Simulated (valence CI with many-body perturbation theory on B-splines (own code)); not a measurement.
Values are calculated unless marked as measured or tabulated.
# Ta XLIII: what the settings do

Level of theory: configuration interaction combined with many-body perturbation theory (CI+MBPT): three valence electrons over a frozen Dirac-Fock core [Ar] 3d10, a basis of 6 s, 6 p, 5 d, 3 f, 1 g functions for each j, with the one-electron correlation potential Σ1, the two-electron term Σ2, the three-electron term Σ3, Breit, model QED; selected CI, second order for the rest, scaled by the run's own slope (own B-spline code, finite nucleus).

No measured spectrum was set against this ion. As an estimate, large intervals hold to a few tenths of a per cent, small ones and those within an open d or f shell to about a per cent.

The reference run has the lowest level (4s^2 4p1/2) J=1/2 and an ionisation energy of 2114.11 eV. Its largest variational space holds 2881 state functions.

Levels are named by their leading jj configuration (3d3/2^4 stands for four electrons in 3d with j = 3/2), which in mixed levels can hold well under half, so a name can repeat and another be missing. Letters in brackets count levels of one name in rising energy.

Changed runs:
A. Breit term on → off; QED terms on → off
B. hole-hole ladder in Σ2 on → off
C. scale of Σ1 1 → 0.8
D. correlating orbitals by l 3 3 3 2 1 → 0 0 0 0 0 (bad on purpose)

Excitation energies of the reference run in cm⁻¹, and shifts in cm⁻¹:

```tsv
Level	Reference	A	B	C	D
(4s^2 4p3/2) J=3/2	736272	+7670	-15	-404	-23
(4s 4p1/2^2) J=1/2	759799	+2135	-5.8	+174	-72
(4s 4p1/2 4p3/2) J=3/2 [a]	1392910	+9667	-98	-218	-745
(4s 4p1/2 4p3/2) J=5/2	1458970	+10301	-48	-223	-220
(4s 4p1/2 4p3/2) J=3/2 [b]	1552940	+10068	+7.3	-222	+291
(4s 4p1/2 4p3/2) J=1/2	1573610	+9621	+27	-224	+375
(4s^2 4d3/2) J=3/2	2002790	+12542	+8.4	-46	+821
(4s^2 4d5/2) J=5/2	2098880	+16549	-68	-381	-344
(4s 4p3/2^2) J=5/2	2230260	+16580	-1.4	-423	+890
(4s 4p3/2^2) J=1/2	2309840	+17074	+66	-628	+813
(4p1/2^2 4p3/2) J=3/2	2316240	+12080	+23	-39	-24
(4s 4p3/2^2) J=3/2	2339550	+17320	+39	-618	+752
Ionisation energy (eV)	2114.11	+2.58	-0.017	-0.38	-0.12
```
